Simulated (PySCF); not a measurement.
Work out the structure from these simulated measurements.

Formula: C2H8O3SSi.

| Item | Value |
| --- | --- |
| 1H NMR | chemical shifts (computed TMS as zero) by class: 2.56 (3 H), 2.26 (3 H), 1.37 (2 H) ppm [GIAO PBE0/pcSseg-1] |
| NMR, other nuclei | isotropic shieldings of nuclei other than C and H, by class: 283 (3 O), 398 (1 Si), 598 (1 S) ppm [GIAO PBE0/pcSseg-1] |
| Polarisability | 79.0 au [wB97X-D/def2-SVPD] |
| 13C NMR | chemical shifts (computed TMS as zero) by class: 21.3 (1 C), 20.3 (1 C) ppm [GIAO PBE0/pcSseg-1] |
| Rotational structure | rotational constants A, B, C: 3.044, 1.120, 1.036 GHz [GFN2-xTB] |
| UV, strongest line | among the 8 lowest singlet transitions: S4 at 6.83 eV (181 nm, f = 0.046) [TDDFT wB97X-D/def2-SVPD] |

Electronic properties: PySCF, gas phase, density fitting. Levels stand in brackets. Geometry: GFN2-xTB, one conformer, isolated molecule. NMR classes are plain means over equivalent atoms (diastereotopic ones count apart unless rotation or inversion swaps them), as if these changed places fast.

Question: Give a SMILES that accounts for the data.

Answer: Numbering: `[CH3:1][S:2][CH2:3][Si:4]([OH:5])([OH:6])[OH:7]`. Its formula, C2H8O3SSi, gives 0 degrees of unsaturation, so no ring and no π bond. 2 carbons fall into 2 classes; from least to most shielded: S-methyl carbon [C1] (21.3 ppm), sp3 carbon bound to sulfur [C3] (20.3 ppm). Hydrogen classes from least to most shielded: 3 H on 3 silanol oxygens, O5/O6/O7 (2.56 ppm, a mean of values up to 1.8 ppm apart in this geometry), 3 H on an S-methyl carbon, C1 (2.26 ppm, a mean of values up to 1.3 ppm apart in this geometry), 2 H on an sp3 carbon bound to sulfur, C3 (1.37 ppm). The other shieldings belong to: 283 ppm, silanol oxygen [O5/O6/O7]; 398 ppm, oxygen-bound silicon [Si4]; 598 ppm, sulfide sulfur [S2]. The optimised geometry has point group C1 and is an asymmetric top. Structure: `CSC[Si](O)(O)O`. Computed isomers that give other values at the same levels: `CCO[Si](O)(O)S` (13C chemical shifts (computed TMS as zero) by class: 61.9 (1 C), 20.0 (1 C) ppm); `C[SiH2]OS(C)(=O)=O` (13C chemical shifts (computed TMS as zero) by class: 45.0 (1 C), -0.1 (1 C) ppm); `CS(=O)(=O)C[SiH2]O` (13C chemical shifts (computed TMS as zero) by class: 51.5 (1 C), 51.3 (1 C) ppm). The assignments are read from this structure; whether some other isomer fits the data as well wasn't checked.
